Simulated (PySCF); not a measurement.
HZn (SMILES [ZnH+]), charge +1, singlet, at a GFN2-xTB geometry (such geometries of metal compounds can be far from the true shape). Base run: DF-R2SCAN/6-31G* run with PySCF.

PySCF was given this input:
```python
from pyscf import gto, scf, dft

mol = gto.M(
    atom='''
Zn   -0.000000   -0.000000   -0.048568
H     0.000000    0.000000    1.457036
''',
    basis='6-31g*',
    charge=1,
    spin=0,
    verbose=5,
)

mf = dft.RKS(mol)
mf.xc = 'r2scan'
mf = mf.density_fit(auxbasis='def2-universal-jkfit')
mf.kernel()
```

Variants of this job, named by their change:

| change | basis functions | E (Eh) | HOMO (eV) | HOMO-LUMO gap (eV) |
|---|---|---|---|---|
| base | 36 | -1779.27537 | -15.27 | 5.02 |
| basis = pcseg-0 | ___ | ___ | ___ | ___ |
| basis = 6-31G | 29 | ___ | ___ | ___ |
| basis = 3-21G | 29 | -1770.64715 | -14.50 | 4.54 |
| basis = 6-31G** | 39 | -1779.27996 | -15.25 | 4.99 |
| basis = def2-TZVP | ___ | ___ | -15.82 | 4.99 |
| basis = pcseg-2 | 70 | -1779.65914 | -15.80 | 5.01 |
| basis = pc-2 | 70 | -1779.66143 | -15.80 | 5.03 |
| basis = def2-TZVPP | 78 | -1779.62555 | -15.82 | 5.01 |
| basis = cc-pVTZ | 82 | -1779.66703 | -15.78 | 4.98 |
| basis = def2-QZVP | 114 | -1779.66826 | -15.80 | 5.00 |
| basis = aug-cc-pVTZ | ___ | ___ | -15.80 | 5.00 |
| basis = cc-pVQZ | 134 | -1779.66974 | -15.79 | 5.00 |

### Question
Complete the blanks.

### Answer

- basis = pcseg-0, basis functions: 26
- basis = pcseg-0, E (Eh): -1775.66257
- basis = pcseg-0, HOMO (eV): -15.61
- basis = pcseg-0, HOMO-LUMO gap (eV): 5.19
- basis = 6-31G, E (Eh): -1779.27417
- basis = 6-31G, HOMO (eV): -15.24
- basis = 6-31G, HOMO-LUMO gap (eV): 4.94
- basis = def2-TZVP, basis functions: 54
- basis = def2-TZVP, E (Eh): -1779.62463
- basis = aug-cc-pVTZ, basis functions: 116
- basis = aug-cc-pVTZ, E (Eh): -1779.66751

Totals compare only among sets that treat the same electrons; sets with core potentials leave the core out.
